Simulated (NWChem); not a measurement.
System: C₄H₉O, doublet; SMILES CCC[CH]O

The following NWChem deck was run.

```
start job
memory heap 200 mb stack 900 mb global 1100 mb
geometry units angstroms noautosym nocenter noautoz
  C     -0.193871    -2.379246     0.191500
  C     -0.304807    -0.976979    -0.384593
  C      0.640108     0.030000     0.288306
  C      0.520559     1.421035    -0.212984
  O     -0.658526     2.034289     0.085346
  H     -0.883469    -3.078490    -0.305946
  H      0.826111    -2.781532     0.077307
  H     -0.430852    -2.388736     1.267800
  H     -1.337310    -0.603909    -0.280554
  H     -0.095752    -0.997269    -1.468603
  H      0.439652     0.027372     1.376220
  H      1.685107    -0.301642     0.163082
  H      1.014485     1.721277    -1.147539
  H     -0.681927     2.897996    -0.337404
end
basis spherical
  C library def2-svp
  O library def2-svp
  H library def2-svp
end
dft
  odft
  mult 2
  xc xpbe96 cpbe96
  iterations 150
end
cosmo
  dielec 2.4
end
task dft energy
```

Excerpt of the output:

```
             Northwest Computational Chemistry Package (NWChem) 7.3.0
             --------------------------------------------------------

                             Geometry "geometry" -> ""
                             -------------------------

 Output coordinates in angstroms (scale by  1.889725989 to convert to a.u.)

  No.       Tag          Charge          X              Y              Z
 ---- ---------------- ---------- -------------- -------------- --------------
    1 C                    6.0000    -0.19387100    -2.37924600     0.19150000
    2 C                    6.0000    -0.30480700    -0.97697900    -0.38459300
    3 C                    6.0000     0.64010800     0.03000000     0.28830600
    4 C                    6.0000     0.52055900     1.42103500    -0.21298400
    5 O                    8.0000    -0.65852600     2.03428900     0.08534600
    6 H                    1.0000    -0.88346900    -3.07849000    -0.30594600
    7 H                    1.0000     0.82611100    -2.78153200     0.07730700
    8 H                    1.0000    -0.43085200    -2.38873600     1.26780000
    9 H                    1.0000    -1.33731000    -0.60390900    -0.28055400
   10 H                    1.0000    -0.09575200    -0.99726900    -1.46860300
   11 H                    1.0000     0.43965200     0.02737200     1.37622000
   12 H                    1.0000     1.68510700    -0.30164200     0.16308200
   13 H                    1.0000     1.01448500     1.72127700    -1.14753900
   14 H                    1.0000    -0.68192700     2.89799600    -0.33740400

 Effective nuclear repulsion energy (a.u.)     178.4569253542

  pbe96 is a nonlocal functional; adding pw91lda local functional.

                                 NWChem DFT Module
                                 -----------------

 Summary of "ao basis" -> "ao basis" (spherical)
 ------------------------------------------------------------------------------
       Tag                 Description            Shells   Functions and Types
 ---------------- ------------------------------  ------  ---------------------
 C                          def2-svp                 6       14   3s2p1d
 O                          def2-svp                 6       14   3s2p1d
 H                          def2-svp                 3        5   2s1p

 in cosmo_initialize ...

 solvent parameters
 solvname_short: unkn
 solvname_long:  unknown
 dielec:        2.4000

          ---------------
          -cosmo- solvent
          ---------------
 Cosmo: York-Karplus, doi: 10.1021/jp992097l
 dielectric constant -eps-     =   2.40
 screen = (eps-1)/(eps    )    =   0.58333
 surface charge correction     = lagrangian

   van der Waals surface
 --------------------------

[...]

                                   COSMO solvation results
                                   -----------------------

                 gas phase energy =      -232.529409836744
                 sol phase energy =      -232.533385024445
 (electrostatic) solvation energy =         0.003975187701 (    2.49 kcal/mol)

                    DFT Final Alpha Molecular Orbital Analysis
                    ------------------------------------------

 Vector   19  Occ=1.000000D+00  E=-2.835233D-01
              MO Center= -1.4D-01,  2.7D-01, -4.7D-02, r^2= 4.6D+00
   Bfn.  Coefficient  Atom+Function         Bfn.  Coefficient  Atom+Function
  ----- ------------  ---------------      ----- ------------  ---------------
    62      0.364012   5 O  pz               33     -0.248933   3 C  py
    65      0.246316   5 O  pz               19      0.196835   2 C  py
     5     -0.177744   1 C  py              106      0.177022  13 H  s
    47      0.169400   4 C  py               71      0.169134   6 H  s
    20      0.143400   2 C  pz               59      0.132309   5 O  s

 Vector   20  Occ=1.000000D+00  E=-2.766970D-01
              MO Center=  7.9D-04, -6.0D-01, -9.4D-02, r^2= 3.6D+00
   Bfn.  Coefficient  Atom+Function         Bfn.  Coefficient  Atom+Function
  ----- ------------  ---------------      ----- ------------  ---------------
    91      0.254133  10 H  s                86     -0.234733   9 H  s
    18      0.215408   2 C  px               96      0.211022  11 H  s
    20     -0.202970   2 C  pz               34      0.171682   3 C  pz
    92      0.166691  10 H  s               101     -0.161581  12 H  s
    76     -0.157661   7 H  s                97      0.154019  11 H  s

 Vector   21  Occ=1.000000D+00  E=-1.167501D-01
              MO Center=  3.4D-01,  1.4D+00, -6.4D-02, r^2= 2.0D+00
   Bfn.  Coefficient  Atom+Function         Bfn.  Coefficient  Atom+Function
  ----- ------------  ---------------      ----- ------------  ---------------
    48      0.365899   4 C  pz               46      0.308672   4 C  px
    17      0.297334   2 C  s                49      0.297200   4 C  px
    51      0.272990   4 C  pz               47      0.264011   4 C  py
    62     -0.255962   5 O  pz               45      0.237723   4 C  s
    65     -0.235618   5 O  pz               50      0.227097   4 C  py

 Vector   22  Occ=0.000000D+00  E= 3.355444D-02
              MO Center= -1.7D-01,  2.0D+00, -5.2D-01, r^2= 6.1D+00
   Bfn.  Coefficient  Atom+Function         Bfn.  Coefficient  Atom+Function
  ----- ------------  ---------------      ----- ------------  ---------------
   112      0.994498  14 H  s               107      0.695708  13 H  s
    59     -0.653234   5 O  s                17     -0.633007   2 C  s
    31     -0.560909   3 C  s               102      0.528617  12 H  s
    45     -0.419292   4 C  s                87      0.406373   9 H  s
    92      0.368846  10 H  s                51      0.359430   4 C  pz

 Vector   23  Occ=0.000000D+00  E= 5.178177D-02
              MO Center= -9.1D-02, -1.2D+00,  1.3D-01, r^2= 8.6D+00
   Bfn.  Coefficient  Atom+Function         Bfn.  Coefficient  Atom+Function
  ----- ------------  ---------------      ----- ------------  ---------------
     3      1.839800   1 C  s                82     -0.848446   8 H  s
    77     -0.827956   7 H  s                72     -0.822176   6 H  s
    31      0.809235   3 C  s                17      0.697417   2 C  s
    97     -0.603246  11 H  s                92     -0.582650  10 H  s
    87     -0.464840   9 H  s               112      0.461571  14 H  s

 Vector   24  Occ=0.000000D+00  E= 7.606910D-02
              MO Center=  3.6D-01, -1.3D-02, -3.0D-01, r^2= 7.4D+00
   Bfn.  Coefficient  Atom+Function         Bfn.  Coefficient  Atom+Function
  ----- ------------  ---------------      ----- ------------  ---------------
   107      0.915368  13 H  s               102      0.834172  12 H  s
    92      0.803620  10 H  s                45     -0.765053   4 C  s
    87     -0.696850   9 H  s                82     -0.612551   8 H  s
    97     -0.572212  11 H  s               112     -0.441552  14 H  s
    23      0.411575   2 C  pz               77      0.404648   7 H  s

                     DFT Final Beta Molecular Orbital Analysis
                     -----------------------------------------

 Vector   18  Occ=1.000000D+00  E=-2.887804D-01
              MO Center= -1.6D-02, -5.9D-01, -4.2D-02, r^2= 3.6D+00
   Bfn.  Coefficient  Atom+Function         Bfn.  Coefficient  Atom+Function
  ----- ------------  ---------------      ----- ------------  ---------------
    18      0.250515   2 C  px               86     -0.236268   9 H  s
    32     -0.205102   3 C  px               34     -0.188814   3 C  pz
    76     -0.174404   7 H  s                 4     -0.171785   1 C  px
    87     -0.161079   9 H  s               101     -0.160670  12 H  s
    31      0.154924   3 C  s                20      0.145552   2 C  pz

 Vector   19  Occ=1.000000D+00  E=-2.763585D-01
              MO Center= -1.8D-01, -3.1D-01, -5.3D-02, r^2= 4.1D+00
   Bfn.  Coefficient  Atom+Function         Bfn.  Coefficient  Atom+Function
  ----- ------------  ---------------      ----- ------------  ---------------
    62      0.268834   5 O  pz               91     -0.247871  10 H  s
    20      0.230034   2 C  pz               65      0.190148   5 O  pz
    86      0.188550   9 H  s                96     -0.175849  11 H  s
    34     -0.169449   3 C  pz               81     -0.167626   8 H  s
    19      0.152719   2 C  py               92     -0.152342  10 H  s

[...]
```

Level: PBE/def2-SVP, spin-unrestricted, COSMO on the gas-phase geometry. The geometry was optimised at PBE0/def2-SVP, spin-unrestricted. No stability test was run on the SCF state. COSMO prints the solvation energy as gas minus solution, so a positive value is a stabilisation.
